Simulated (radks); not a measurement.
Charge is removed step by step from the 2s up level of Li, starting from [He] 2s(up 1, down 0). All-electron calculation, scalar-relativistic Kohn-Sham, PBE, spin-polarised, spherical densities, finite nucleus; Fermi nuclear charge, rms radius 2.444 fm. Program: a radial shooting solver on a logarithmic mesh with Libxc functionals.

removed (e)  E - E(0) (eV)  eigenvalue (eV)
0                    0.000           -3.228
0.1                  0.347           -3.713
0.2                  0.743           -4.203
0.3                  1.188           -4.694
0.4                  1.681           -5.184
0.5                  2.224           -5.666
0.6                  2.814           -6.133
0.7                  3.450           -6.577
0.8                  4.128           -6.991
0.9                  4.847           -7.369

The mean slope of the eigenvalue, de/dn, is 4.60 eV per electron.
